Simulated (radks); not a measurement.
Values are calculated unless marked as measured or tabulated.
Species: Tc V. Configuration: [Kr] 4d3. Level of theory: non-relativistic Kohn-Sham, PBE, spin-polarised, spherical densities, point nucleus; open shells are filled with parallel spins first (spin-orbit coupling, left out, can overturn this in heavy ions); relativity is left out, which matters for an element this heavy (a radial shooting solver on a logarithmic mesh with Libxc functionals). Some entries of the table are withheld. Estimate them.

orbital  occ.  eigenvalue (hartree)  <r> (bohr)  r(max) (bohr)
1s down     1             -748.4683     0.03545        0.02345
1s up       1             -748.4680     0.03545        0.02345
2s up       1             -106.4379      0.1547         0.1309
2s down     1             -106.4188      0.1547         0.1309
2p up       3             -98.40392      0.1325         0.1029
2p down     3             -98.39004      0.1325         0.1029
3s up       1             -19.91510      0.4273         0.3834
3s down     1             -19.90605      0.4272         0.3835
3p up       3             -16.79697      0.4214         0.3705
3p down     3             -16.78631      0.4214         0.3706
3d up       5                   (1)      0.3981         0.3113
3d down     5                   (2)      0.3980         0.3115
4s up       1              -4.26699       1.071         0.9709
4s down     1              -4.17178       1.067         0.9671
4p up       3              -3.33880       1.152          1.026
4p down     3              -3.23924       1.149          1.021
4d up       3              -1.86801       1.424          1.199
4d down     0              -1.76646       1.432          1.193

Answer. 
(1) 3d up eigenvalue (hartree): -11.07664
(2) 3d down eigenvalue (hartree): -11.05967
